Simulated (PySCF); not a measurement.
CH4BrFO2Si, SMILES O([Si](Br)(O)F)C. Atoms are numbered in the order given.

```xyz
10

C     -2.2488    -0.1075    -1.4110
O     -1.2520     0.8302    -1.0489
Si     0.2550     0.5075    -0.5326
O      1.1128    -0.2221    -1.7239
F      0.9193     1.9127    -0.1202
Br     0.2392    -0.7678     1.2919
H     -1.9312    -0.7142    -2.2758
H     -2.4856    -0.7828    -0.5708
H     -3.1579     0.4477    -1.6832
H      1.9642    -0.6168    -1.5004
```
Charge 0, spin multiplicity 1.

Geometry: B3LYP-D3(BJ)/def2-SVP. One conformer was computed; it need not be the lowest.

Computed with PBE/def2-TZVP run with PySCF.

Atomic charges (e):

```tsv
atom	Löwdin	IAO	Mulliken
C1	-0.36	-0.21	-0.22
O2	0.12	-0.61	-0.26
Si3	-0.47	1.54	0.68
O4	-0.06	-0.77	-0.45
F5	0.05	-0.50	-0.25
Br6	0.20	-0.27	-0.21
H7	0.11	0.14	0.13
H8	0.11	0.14	0.13
H9	0.12	0.16	0.14
H10	0.19	0.38	0.32
```

Computed Mayer and Wiberg (Löwdin basis) orders of the bonds:
```json
[
 {"bond": "C1–O2", "Mayer": "0.95", "Wiberg": "1.49"},
 {"bond": "O2–Si3", "Mayer": "1.29", "Wiberg": "1.62"},
 {"bond": "Si3–O4", "Mayer": "1.28", "Wiberg": "1.72"},
 {"bond": "Si3–F5", "Mayer": "1.20", "Wiberg": "1.73"},
 {"bond": "Si3–Br6", "Mayer": "1.12", "Wiberg": "1.71"},
 {"bond": "C1–H7", "Mayer": "0.96", "Wiberg": "0.94"},
 {"bond": "C1–H8", "Mayer": "0.96", "Wiberg": "0.94"},
 {"bond": "C1–H9", "Mayer": "0.96", "Wiberg": "0.94"},
 {"bond": "O4–H10", "Mayer": "0.87", "Wiberg": "1.01"}
]
```
